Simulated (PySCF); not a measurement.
Vertical excitations of a molecule C2H7NSi from TDA-M06-2X/def2-SVPD (PySCF 2.14.0), as energy in eV (oscillator strength): 6.03 (0.002), 6.07 (0.002), 6.85 (0.009), 7.33 (0.004), 7.36 (0.034), 7.61 (0.133), 7.81 (0.033), 7.83 (0.053), 7.92 (0.001), 8.00 (0.047). Lowest triplet (TDA): 5.85 eV. Geometry: PBE0-D3(BJ)/def2-SVP. The values are those of a single conformer.

Which molecule gave these data?
A) C1NC[SiH2]1
B) C/C=N\[SiH3]
C) C/N=C\[SiH3]
D) CN(C)[SiH]

A, C1NC[SiH2]1
